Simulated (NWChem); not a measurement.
SnHOF, singlet; SMILES [F][Sn][OH]

```xyz
4

Sn     0.3695     0.0310     0.0000
F     -0.8606    -1.5009     0.0000
O     -1.0951     1.3742     0.0000
H     -1.9713     0.9642     0.0000
```
Atoms are numbered in this order, from 1.

Computed with NWChem. Medium grid unless said otherwise, to which SCAN and Minnesota functionals are sensitive. Low-valent species are run as closed-shell singlets; no triplet was tried in these runs. Coordinates come from a PBE0/def2-SVP optimisation. def2 effective core potentials on Sn; no spin-orbit coupling. Total energies of different functionals are on different scales.

```tsv
level	energy (Ha)	highest occupied level (eV)	orbital gap (eV)	dipole (D)
B3LYP/def2-SVP	-389.9606	-7.76	5.33	1.64
PBE/def2-SVP	-389.7170	-6.65	3.82	1.33
Hartree-Fock/def2-SVP	-388.1446	-10.64	11.04	2.12
OLYP/def2-SVP	-390.0768	(withheld)	(withheld)	1.48
MN15-L/def2-SVP	-388.9958	-7.04	4.26	1.65
RPBE/def2-SVP	-389.9328	-6.58	3.82	1.35
SCAN/def2-SVP	-389.8974	-7.05	4.17	1.50
MN15/def2-SVP	-389.2541	-8.67	6.91	1.69
```

Question: Complete the blanks.

Answer: 
- OLYP/def2-SVP, highest occupied level (eV): -6.48
- OLYP/def2-SVP, orbital gap (eV): 3.88
